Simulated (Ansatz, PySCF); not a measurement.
Donor–acceptor adduct: BH3 (SMILES B) (first 4 atoms) with C2H6O (SMILES COC); geometry from B3LYP-D3(BJ)/def2-TZVP, rigid monomers moved along the line of their centres of mass till B1···O6 is 2.31 Å.
(charge 0, multiplicity 1):
```xyz
13

B      0.14919     0.22652     1.09459
H      1.28059     0.51303     0.80576
H     -0.68600     1.01995     0.75031
H     -0.14383    -0.93133     0.90094
C     -1.19757     0.11755     3.98348
O      0.10432     0.30544     3.40441
C      1.11899    -0.48242     4.04881
H     -1.14399     0.34944     5.04680
H     -1.52644    -0.91183     3.82715
H     -1.86493     0.80323     3.47275
H      1.12957    -0.23805     5.11063
H      2.06088    -0.21463     3.58244
H      0.91424    -1.54417     3.89723
```

Interaction energies are E(AB) − E(A) − E(B) at the monomers' geometry in the complex; basis-set methods are counterpoise corrected. Rows marked so take none.

Cores are frozen in the correlated methods. Rows in 6-31G* carry no dispersion term and start afresh at each structure (6-31G* with six Cartesian d functions). MP2/6-31G* freezes PySCF's default core.

Programs: Ansatz (Gaussian basis) for Hartree–Fock, density functionals and correlated methods; PySCF for 6-31G* rows. 

Q: What interaction energy does CCSD/aug-cc-pVDZ give?

A: -61 kJ/mol

Q: What interaction energy does HF/6-31G* give?

A: -51 kJ/mol

Q: Estimate the interaction energy that MP2/6-31G* (no counterpoise) returns for this input.

A: -75 kJ/mol

Ansatz is a program for electronic structure.
